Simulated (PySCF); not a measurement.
**Dipole response of Rb⁺ (rubidium, charge +1)**

[Kr], closed-shell 1S. Computed with PySCF 2.14 in aug-cc-pwCVTZ-X2C (10s9p7d3f, 93 functions), with scalar relativity by spin-free X2C-1e. Coupled (time-dependent) response in atomic units; α is the mean over directions.

```json
{"method": "UHF", "mean α (bohr³)": "9.036", "C₆ (like pair)": "53.55", "S(−4)": "13.05"}
{"method": "PBE", "mean α (bohr³)": "9.472", "C₆ (like pair)": "56.61", "S(−4)": "15.13"}
{"method": "PBE0", "mean α (bohr³)": "9.269", "C₆ (like pair)": "55.13", "S(−4)": "14.17"}
{"method": "B3LYP", "mean α (bohr³)": "9.376", "C₆ (like pair)": "55.85", "S(−4)": "14.70"}
```

S(−4) is the Cauchy moment in α(ω) = α(0) + S(−4) ω² + …

α(iu) at B3LYP:

```
u (hartree)  α(iu) (bohr³)
          0          9.376
     0.0500          9.339
      0.100          9.232
      0.200          8.828
      0.300          8.240
      0.500          6.836
      0.750          5.196
       1.00          3.936
       1.50          2.373
       2.00          1.548
       3.00         0.7910
       5.00         0.3173
```

A single London oscillator, α(iu) = α/(1 + u²/ω²), gives C₆ = (3/4) ω α². Matching the computed C₆ needs ω = 4 × 55.85 / (3 × 9.376²) = 0.847 hartree.

For an ion, C₆ is the dispersion term alone; charge-induced terms of lower order in 1/R come first.
